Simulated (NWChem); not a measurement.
System: C₂H₃Br; SMILES C=CBr

Input file for NWChem:

```
start job
memory heap 200 mb stack 900 mb global 1100 mb
geometry units angstroms
  C     -0.336569     2.099832     0.000000
  C      0.517756     1.084871     0.000000
  Br    -0.028055    -0.747324     0.000000
  H     -1.412880     1.963338     0.000000
  H      0.044207     3.118129     0.000000
  H      1.596196     1.190304     0.000000
end
basis spherical
  * library 3-21g
end
dft
  xc b3lyp
  iterations 150
end
driver
  maxiter 120
end
task dft optimize
task dft freq
```

This build's default masses of Se (78.918 u) and Br (79.917 u) are each other's, which moves their modes by up to 0.6 %. B3LYP is NWChem's, with the RPA form of VWN correlation.

The level has its own optimisation; frequencies are unscaled. Brackets give each atom's bonded neighbours.

### Question
What results follow from this input? (B3LYP/3-21G.) Quantities: r C–C (Å); r C–H [C(CHH)–H(C)] (Å); r Br–C (Å); r C–H [C(BrCH)–H(C)] (Å); highest harmonic frequency (cm⁻¹); lowest (cm⁻¹); zero-point energy (kcal/mol); dipole (D).

### Answer
```yaml
r C–C (Å): 1.321
r C–H [C(CHH)–H(C)] (Å): 1.084
r Br–C (Å): 1.940
r C–H [C(BrCH)–H(C)] (Å): 1.080
highest harmonic frequency (cm⁻¹): 3261
lowest (cm⁻¹): 350
zero-point energy (kcal/mol): 26.8
dipole (D): 1.40
```
